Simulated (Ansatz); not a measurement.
System: sum formula VO2Cl, charge 0, multiplicity 1. 
Structure (B3LYP-D3(BJ)/def2-TZVP (Ansatz, an electronic-structure program) minimum search):
```xyz
4

V      0.2939    -0.0670     0.3561
O      1.6744    -0.6674    -0.1273
O     -0.3435    -0.9787     1.4796
Cl    -1.0239     0.8652    -1.1182
```

Wanted: vertical ionisation energy (to the doublet state of charge +1; each state is the SCF solution reached for its spin; the UHF <S^2> is 2.34 for the doublet (pure: 0.75); for the doublet T1 is 0.142; for the singlet the Hartree-Fock reference is unstable and T1 is 0.042), in eV. Correlated levels leave the core frozen unless marked. UHF or UKS for open shells. No spin-orbit coupling. Frozen are the shells of the preceding noble gas and the d and f shells that filled before the atom's block. No relativistic terms. Basis-set limits of correlation are two-point, X^-3; Hartree-Fock from the larger set. The program attaches cautions to a run behind HF/def2-SVPD: large difference. The program attaches cautions to a run behind MP2/def2-SVPD: large difference. The program attaches cautions to a run behind RI-MP2/CBS(def2-TZVPPD,def2-QZVPPD): large difference. The program attaches cautions to a run behind SCS-MP2/def2-SVPD: large difference. The program attaches cautions to a run behind CCSD/def2-SVPD: large difference. The program attaches cautions to a run behind CCSD(T)/def2-SVPD: large difference.

```csv
level,program,vertical ionisation energy (eV)
HF/def2-SVPD,Ansatz,8.77
RI-HF/def2-QZVPPD,Ansatz,8.81
SVWN5/def2-TZVPD,Ansatz,11.29
PBE/def2-TZVPD,Ansatz,11.02
B3LYP/def2-TZVPD,Ansatz,11.41
PBE0/def2-TZVPD,Ansatz,11.39
wB97M-V/def2-TZVPD,Ansatz,11.63
B2PLYP/def2-TZVPD,Ansatz,12.28
MP2/def2-SVPD,Ansatz,18.00
RI-MP2/def2-TZVPPD,Ansatz,17.95
"RI-MP2/CBS(def2-TZVPPD,def2-QZVPPD)",Ansatz,18.24
SCS-MP2/def2-SVPD,Ansatz,17.29
CCSD/def2-SVPD,Ansatz,11.23
CCSD(T)/def2-SVPD,Ansatz,11.86
```
